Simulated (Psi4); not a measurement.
H10PSi3 (SMILES [SiH3][PH+]([SiH3])[SiH3]), charge +1, singlet, at a GFN2-xTB geometry, with bond 11-3 at 1.3 times its length. Base run: R2SCAN/STO-3G run with Psi4 1.11.

Input for Psi4:
```
memory 2 GB

molecule {
1 1
Si    0.04855822    2.11290942   -0.85500834
P     0.01950077    0.08838821    0.25094838
Si    1.93130246   -1.20017790    0.16561152
Si   -2.00194028   -1.01280841    0.40526237
H     1.33519795    2.68962615   -0.47445846
H    -0.05592548    1.70799273   -2.25325371
H    -1.12206275    2.80668367   -0.32473858
H     0.12031585    0.54533767    1.54830160
H     3.00016157   -0.24023002    0.42810434
H     1.89511433   -1.72527509   -1.19561141
H     1.65547785   -2.49084176    1.53039893
H    -1.75914735   -2.02730016    1.42737797
H    -2.93537617    0.04252360    0.78975421
H    -2.18080473   -1.53110888   -0.94726734
}

set {
  basis sto-3g
}

energy('r2scan')
print_variables()
```

Each row names what was changed in the base input (with any setting that the change needs).

```json
[
 {"change": "base", "ΔE vs base (mEh)": "0.000", "SCF cycles": "8", "grid points": "296720", "basis functions": "46"},
 {"change": "guess = sapgau", "ΔE vs base (mEh)": "0.000", "SCF cycles": "8", "grid points": "296720", "basis functions": "46"},
 {"change": "df_basis_scf = cc-pvqz-jkfit", "ΔE vs base (mEh)": "2.172", "SCF cycles": "8", "grid points": "296720", "basis functions": "46"},
 {"change": "guess = modhuckel", "ΔE vs base (mEh)": "0.000", "SCF cycles": "10", "grid points": "296720", "basis functions": "46"},
 {"change": "level_shift = 1.0", "ΔE vs base (mEh)": "0.000", "SCF cycles": "8", "grid points": "296720", "basis functions": "46"},
 {"change": "dft_radial_scheme = multiexp", "ΔE vs base (mEh)": "1.173", "SCF cycles": "8", "grid points": "314366", "basis functions": "46"},
 {"change": "dft_radial_points = 50", "ΔE vs base (mEh)": "[?]", "SCF cycles": "8", "grid points": "200758", "basis functions": "46"},
 {"change": "dft_nuclear_scheme = stratmann", "ΔE vs base (mEh)": "0.007", "SCF cycles": "8", "grid points": "277781", "basis functions": "46"},
 {"change": "dft_spherical_points = 194", "ΔE vs base (mEh)": "0.029", "SCF cycles": "8", "grid points": "191357", "basis functions": "46"},
 {"change": "guess = gwh", "ΔE vs base (mEh)": "0.000", "SCF cycles": "8", "grid points": "296720", "basis functions": "46"},
 {"change": "scf_type = dfdirj+link", "ΔE vs base (mEh)": "0.000", "SCF cycles": "8", "grid points": "296720", "basis functions": "46"},
 {"change": "guess = sadno", "ΔE vs base (mEh)": "0.000", "SCF cycles": "8", "grid points": "296720", "basis functions": "46"},
 {"change": "dft_spherical_points = 974", "ΔE vs base (mEh)": "0.002", "SCF cycles": "8", "grid points": "955431", "basis functions": "46"}
]
```

What belongs in the gaps?


- dft_radial_points = 50, ΔE vs base (mEh): 15.292
